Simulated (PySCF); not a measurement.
A calculated (PBE0, PySCF 2.14, x2c-SVPall, scalar relativity by spin-free X2C-1e) atom or ion has these occupied shells.

```json
{"shell": "1s α", "electrons": "1", "orbital energy (eV)": "-11774.9", "rms radius, mean of both spins (bohr)": "0.0525"}
{"shell": "1s β", "electrons": "1", "orbital energy (eV)": "-11774.8", "rms radius, mean of both spins (bohr)": "0.0525"}
{"shell": "2s α", "electrons": "1", "orbital energy (eV)": "-1517.6", "rms radius, mean of both spins (bohr)": "0.220"}
{"shell": "2s β", "electrons": "1", "orbital energy (eV)": "-1517.5", "rms radius, mean of both spins (bohr)": "0.220"}
{"shell": "2p α", "electrons": "3", "orbital energy (eV)": "-1331.3", "rms radius, mean of both spins (bohr)": "0.196"}
{"shell": "2p β", "electrons": "3", "orbital energy (eV)": "-1331.2", "rms radius, mean of both spins (bohr)": "0.196"}
{"shell": "3s α", "electrons": "1", "orbital energy (eV)": "-209.21", "rms radius, mean of both spins (bohr)": "0.641"}
{"shell": "3s β", "electrons": "1", "orbital energy (eV)": "-209.04", "rms radius, mean of both spins (bohr)": "0.641"}
{"shell": "3p α", "electrons": "3", "orbital energy (eV)": "-150.93", "rms radius, mean of both spins (bohr)": "0.668"}
{"shell": "3p β", "electrons": "3", "orbital energy (eV)": "-150.72", "rms radius, mean of both spins (bohr)": "0.668"}
{"shell": "3d α", "electrons": "5", "orbital energy (eV)": "-54.848", "rms radius, mean of both spins (bohr)": "0.758"}
{"shell": "3d β", "electrons": "5", "orbital energy (eV)": "-54.633", "rms radius, mean of both spins (bohr)": "0.758"}
{"shell": "4s α", "electrons": "1", "orbital energy (eV)": "-25.846", "rms radius, mean of both spins (bohr)": "2.02"}
{"shell": "4s β", "electrons": "1", "orbital energy (eV)": "-23.348", "rms radius, mean of both spins (bohr)": "2.02"}
{"shell": "4p α", "electrons": "2", "orbital energy (eV)": "-15.325", "rms radius, mean of both spins (bohr)": "2.49"}
```

(1) Name the element and its charge.

Answers

(1) As⁺ (arsenic, charge +1), in [Ar] 3d10 4s2 4p2, high-spin 3P determinant.
